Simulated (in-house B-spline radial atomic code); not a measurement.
## RPA correlation on SCAN: the ytterbium ion Yb⁺

Configuration [Xe] 4f14 6s1, highest spin, mean-field start SCAN. Computed with an all-electron radial atomic-structure program (B-spline basis): all electrons, scalar-relativistic (spin-free one-electron X2C), finite nucleus, each spin shell either full or empty, empty states to l = 9 with an (l + 1/2)⁻⁴ tail; G0W0 by contour deformation at full frequency.

Without the two-electron picture change, the correlation of inner shells comes somewhat too large for so heavy an element.

RPA overbinds a lone outer s electron by self-correlation, and G0W0 tends to as well.

The highest G0W0 level has too low a weight to be given.

Command:
```bash
python run_gw.py task.json out
```
Settings (radii: box in bohr, nucleus in fm):
```
Z                        70
electrons                69
configuration            [Xe] 4f14 6s1
hamiltonian              x2c
method                   scan,scan
lmax                     9
rms_radius               5.3108
spin_polarised           True
box_radius               23.78
intervals                70
ion_configuration        [Xe] 4f14
```

Run time, properties included: 21 s on 1 thread of Arm Neoverse N1, on a shared host.

Energies (hartree):

```csv
term,value
mean-field total,-14060.40670
Hartree-Fock functional on these orbitals,-14054.40984
direct second order,-8.147
second-order exchange,1.9589
SOSEX correction,1.7388
```

Question: What is the RPA correlation energy, and what remains with SOSEX?

Answer: RPA gives -6.452 hartree (-2.54 eV per electron); RPA + SOSEX gives -4.7132, and the second-order doubles -6.1881 hartree (no singles). RPA lacks exchange-type terms and so overcorrelates at short range.

Question: What does it cost to remove one electron (to [Xe] 4f14) by differences of total energies, each species on its own start (correlation terms add to the Hartree-Fock functional)?

Answer: SCAN 12.396 eV, Hartree-Fock functional 11.038 eV, + RPA 12.592 eV, + RPA + SOSEX 12.004 eV, + second order 13.841 eV. Tabulated: 12.179 eV (NIST, measured); the calculation leaves out spin-orbit coupling, Breit and QED terms, and what these don't explain is the method's own error.
